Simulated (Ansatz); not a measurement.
Sn(SMe)H3 (CH6SSn). The state is a singlet with charge 0. Geometry r2SCAN-D4/def2-SVP, basis def2-TZVP, Ansatz.

| atom | x (Å) | y (Å) | z (Å) |
| --- | --- | --- | --- |
| Sn1 | -0.845 | -1.338 | -0.375 |
| S2 | 0.902 | -0.407 | 1.026 |
| C3 | 0.890 | 1.324 | 0.426 |
| H4 | 1.144 | 1.389 | -0.642 |
| H5 | 1.663 | 1.855 | 1.000 |
| H6 | -0.077 | 1.816 | 0.609 |
| H7 | -2.328 | -0.541 | -0.041 |
| H8 | -0.926 | -2.999 | 0.018 |
| H9 | -0.425 | -1.098 | -2.021 |

```csv
run,HOMO (eV),LUMO (eV)
A,-6.19,-0.77
B,-8.89,1.04
C,-6.70,-0.54
D,-6.48,-0.80
E,-5.36,-1.30
F,-5.75,-1.06
```

In the def2 sets Sn takes a core potential; there is no spin–orbit coupling. B3LYP takes the VWN-RPA correlation.

The runs used B3LYP, BLYP, PBE0, r2SCAN, r2SCANh, ωB97M-V. Estimate which is which.

A r2SCANh (10 % exact exchange); B ωB97M-V (range-separated); C PBE0 (25 % exact exchange); D B3LYP (20 % exact exchange); E BLYP (0 % exact exchange); F r2SCAN (0 % exact exchange). Exact exchange lowers occupied and raises empty levels; among semilocal functionals meta-GGAs tend to open the gap a little, and such runs are hard to tell apart. The gap grows from 4.06 eV (BLYP) to 9.93 eV (ωB97M-V).
